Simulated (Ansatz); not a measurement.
Ansatz results at the PBE0-D4/def2-TZVP geometry: HOMO energy (ωB97M-V/def2-TZVPP) -9.56 eV; LUMO energy (PBE0/def2-TZVPP) -0.63 eV; HOMO energy (PBE/def2-TZVPP) -6.14 eV.

Each molecule was computed in one conformer, which needn't be the lowest.

Q: Which molecule gave them?
A. `C=C[Si](O)(O)S`
B. `C[CH]1[CH2][GeH2]1`
C. `[CH3][AlH][BH]O`
D. `O=COC[SiH2]S`

A: A. The others give `O=COC[SiH2]S`: -9.81, -0.08, -6.39; `C[CH]1[CH2][GeH2]1`: -8.35, 0.55, -5.23; `[CH3][AlH][BH]O`: -8.92, -2.08, -5.60.
